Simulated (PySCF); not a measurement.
Compound: C₆H₆BrN.
SMILES with atom numbers: `[NH2:1][c:2]1[cH:3][cH:4][cH:5][c:6]([Br:7])[cH:8]1` (hydrogens: H9, H10 on N1; H11 on C3; H12 on C4; H13 on C5; H14 on C8)

Method: PBE0-D3(BJ)/def2-TZVP geometry optimisation, gas phase in PySCF 2.14.0; density fitting, grid level 2; the optimiser is geomeTRIC in internal coordinates, started from a GFN2-xTB structure with every atom displaced at random (about 0.01 Å).

Step 3: E = -77842.0489 eV
```
atom  x, y, z in Å  |  force x, y, z in eV/Å
N1      1.9024   -0.3756    1.3092    0.116   0.450  -0.332
C2      0.7926   -0.1258    0.5163   -0.415  -0.208   0.119
C3      0.5091    1.1610    0.0530    0.080   0.091   0.295
C4     -0.6735    1.4306   -0.6059    0.026  -0.027  -0.225
C5     -1.5725    0.4166   -0.9008   -0.063  -0.084  -0.242
C6     -1.2661   -0.8673   -0.4816    0.054   0.031   0.077
Br7    -2.4266   -2.2960   -0.9279    0.014   0.072   0.044
C8     -0.1247   -1.1447    0.2492    0.019  -0.005  -0.153
H9      2.6340    0.2980    1.1305    0.124  -0.176   0.222
H10     2.2448   -1.3219    1.2883    0.004  -0.055  -0.022
H11     1.2054    1.9652    0.2591    0.044   0.042   0.023
H12    -0.8868    2.4445   -0.9341    0.036  -0.099   0.021
H13    -2.4500    0.6015   -1.5068   -0.054   0.030   0.143
H14     0.0681   -2.1534    0.5884    0.013  -0.061   0.031
```

Step 4: E = -77842.0620 eV
```
atom  x, y, z in Å  |  force x, y, z in eV/Å
N1      1.9117   -0.3663    1.2840    0.033  -0.130  -0.006
C2      0.7791   -0.1216    0.5248    0.362   0.142   0.089
C3      0.4970    1.1763    0.0935   -0.155  -0.325  -0.138
C4     -0.6472    1.3995   -0.6443   -0.312   0.633  -0.040
C5     -1.5715    0.4067   -0.9356    0.308  -0.133   0.083
C6     -1.2655   -0.8668   -0.4904   -0.096  -0.093  -0.018
Br7    -2.4758   -2.2708   -0.8648    0.010  -0.065   0.011
C8     -0.1119   -1.1514    0.2174   -0.054   0.043   0.037
H9      2.6640    0.3006    1.1987   -0.175   0.013  -0.050
H10     2.2525   -1.3118    1.2521   -0.014  -0.085   0.056
H11     1.1773    1.9883    0.3266   -0.028  -0.023  -0.036
H12    -0.8579    2.4085   -0.9827    0.018   0.021  -0.015
H13    -2.4798    0.6053   -1.4894    0.077   0.022   0.016
H14     0.0840   -2.1637    0.5468    0.026  -0.020   0.011
```

Step 5: E = -77842.0670 eV
```
atom  x, y, z in Å  |  force x, y, z in eV/Å
N1      1.9100   -0.3769    1.2809    0.037  -0.024   0.006
C2      0.7800   -0.1200    0.5234    0.031  -0.002  -0.084
C3      0.4764    1.1716    0.0834    0.339   0.243   0.043
C4     -0.6606    1.4380   -0.6549   -0.039  -0.428   0.258
C5     -1.5501    0.4094   -0.9336   -0.241   0.074  -0.176
C6     -1.2564   -0.8684   -0.4882    0.053   0.040   0.017
Br7    -2.4631   -2.2781   -0.8527   -0.009   0.015  -0.024
C8     -0.1060   -1.1548    0.2218   -0.067   0.037   0.022
H9      2.6665    0.2823    1.1994   -0.083   0.074  -0.044
H10     2.2408   -1.3279    1.2550   -0.062   0.007   0.023
H11     1.1604    1.9793    0.3197    0.042   0.010   0.008
H12    -0.8728    2.4468   -0.9907    0.024  -0.043   0.009
H13    -2.4622    0.5979   -1.4815   -0.030  -0.015  -0.052
H14     0.0934   -2.1665    0.5546    0.006   0.012  -0.005
```

Question: Estimate the geometry and energy of step 6. (The exact step hangs on the optimiser's Hessian estimate; all steps are aligned on step 5, rigid shifts and turns removed.)

Answer: E = -77842.0786 eV, largest force 0.132 eV/Å
```
atom  x, y, z in Å  |  force x, y, z in eV/Å
N1      1.9103   -0.3767    1.2820    0.017   0.004  -0.014
C2      0.7826   -0.1188    0.5234    0.019  -0.024  -0.039
C3      0.4885    1.1751    0.0868    0.079   0.009  -0.032
C4     -0.6579    1.4235   -0.6444   -0.075  -0.045   0.099
C5     -1.5586    0.4081   -0.9369   -0.024   0.017  -0.026
C6     -1.2616   -0.8684   -0.4909    0.045   0.007   0.021
Br7    -2.4615   -2.2840   -0.8575    0.001   0.019  -0.016
C8     -0.1105   -1.1483    0.2212   -0.038  -0.019   0.031
H9      2.6584    0.2899    1.1868   -0.011   0.019   0.002
H10     2.2415   -1.3274    1.2610   -0.033   0.011   0.015
H11     1.1723    1.9846    0.3190    0.000   0.001  -0.008
H12    -0.8688    2.4325   -0.9795    0.008   0.001  -0.008
H13    -2.4673    0.6024   -1.4891    0.005   0.002  -0.025
H14     0.0886   -2.1597    0.5547    0.007   0.000   0.000
```

The energy changes by -0.0116 eV. The first-order estimate −F·Δx gives -0.0205 eV and the mean of the old and new forces, exact on a quadratic surface, -0.0116 eV. The step makes an angle of 50° with the force vector and moves no atom by more than 0.019 Å.

The cost below is that of the whole optimisation. Time: 13 min wall, 25 min CPU; peak memory 1.9 GiB. Hardware: an Intel Xeon at 2.50 GHz with 2 threads, on a shared host.
